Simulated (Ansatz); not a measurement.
Species: C4H3O2, charge 0, multiplicity 2. It need not be the lowest isomer of its formula. 
Geometry from a B3LYP-D3(BJ)/def2-TZVP (Ansatz, a first-principles code) optimisation:
```
C
O 1 1.3347
H 2 0.9666 1 109.61
C 1 1.3599 2 131.29 3 163.52
O 1 1.3672 2 117.36 3 -24.09
C 5 1.3608 1 105.80 2 -170.31
C 6 1.3587 5 111.26 1 -7.23
H 7 1.0755 6 127.02 5 -174.39
H 4 1.0760 1 126.17 2 -4.30
```
Charge 0, spin multiplicity 2.

Basis-set convergence of Hartree-Fock and MP2 correlation energies (hartree) with Ansatz. Valence correlation only, unless marked. Open shells are spin-unrestricted. Spin-orbit coupling is left out. Non-relativistic.

The UHF reference is spin-contaminated (<S^2> 0.36 over the pure value in the largest basis). 

```
basis    functions       E(HF)  E(corr, MP2)
-------  ---------  ----------  ------------
cc-pVDZ         99  -302.85291      -0.83058
cc-pVTZ        222  -302.93894      -1.03634
cc-pVQZ        420  -302.96030      -1.11077
```

Extrapolating the two largest sets (X = 3 and 4) as X^-3: E(corr) = (64·(-1.11077) - 27·(-1.03634))/37 = -1.1651 Eh, an estimate of the basis-set limit. The largest set recovers 95.3 % of it, the smallest 71.3 %.
